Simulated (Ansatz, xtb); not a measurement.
# Relaxing a trial structure of F2GeH3OSi+

The starting geometry of this gas-phase singlet was built from a drawn formula by distance geometry; its bonds are those of `[OH][Ge+]([F])[SiH2]F`.

```xyz
8

F    -3.1568   -1.5205    1.6160
F    -0.0328    1.0582   -1.2963
Ge   -2.4526   -1.1702    0.1248
O    -1.9867   -2.1510   -1.4857
Si   -1.0553    0.9483    0.0924
H    -1.0123   -2.1017   -1.6388
H    -2.1900    1.8288   -0.0395
H    -0.3517    1.1801    1.3338
```

**Question.** Where would you expect an optimisation with r2SCAN-D4/def2-SVP to take it?

**Answer.** It keeps its bonds, and is `[OH][Ge+]([F])[SiH2]F`. Distances that change by over a tenth: Ge3–O4 (1.94 → 1.71 Å).

The energy falls by 1.90 eV over 13 steps:

```csv
step,E − E(last) (eV)
1,1.897
2,0.803
4,0.044
5,0.035
6,0.011
8,0.002
9,0.000
10,0.000
12,0.000
13,0.000
```

Final geometry (Å):

```yaml
atoms:
  - { symbol: F, position_ang: [-3.1670, -1.5755, 1.1951] }
  - { symbol: F, position_ang: [-0.1352, 1.1350, -1.1666] }
  - { symbol: Ge, position_ang: [-2.0598, -1.0820, 0.0037] }
  - { symbol: O, position_ang: [-1.9399, -2.4210, -1.0576] }
  - { symbol: Si, position_ang: [-1.0559, 1.1882, 0.1443] }
  - { symbol: H, position_ang: [-1.3556, -2.3849, -1.8363] }
  - { symbol: H, position_ang: [-2.2279, 2.0760, 0.0149] }
  - { symbol: H, position_ang: [-0.2969, 1.1362, 1.4091] }
```

From the same start GFN2-xTB ends elsewhere, in pieces: F2H2Si + GeHO.

The end wasn't checked by frequencies. Run with Ansatz 0.2.0, 18 s on 2 threads of Intel(R) Xeon(R) 6975P-C (Granite Rapids) (shared host).
